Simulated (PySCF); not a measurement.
Si(F)(H)(SiH3)2 (FH7Si3), SMILES F[SiH]([SiH3])[SiH3]. Coordinates come from a PBE-D3(BJ)/def2-SVP optimisation. This is a generated structure with no PubChem entry under its InChIKey; it may be hypothetical.

Computed equilibrium geometry at PBE-D3(BJ)/def2-SVP (PySCF confirms it by a frequency run) as a Z-matrix, and its point group:
point group Cs.
```
Si
F 1 1.6535
H 1 1.5084 2 107.81
Si 1 2.3554 3 109.77 2 118.66
H 4 1.5047 1 111.47 3 -59.44
H 4 1.5048 5 109.18 1 121.91
H 4 1.5070 5 109.07 6 118.75
Si 1 2.3554 3 109.77 2 -118.66
H 8 1.5047 1 111.47 3 59.44
H 8 1.5048 9 109.18 1 -121.91
H 8 1.5070 9 109.07 10 -118.75
```
Charge 0, spin multiplicity 1.
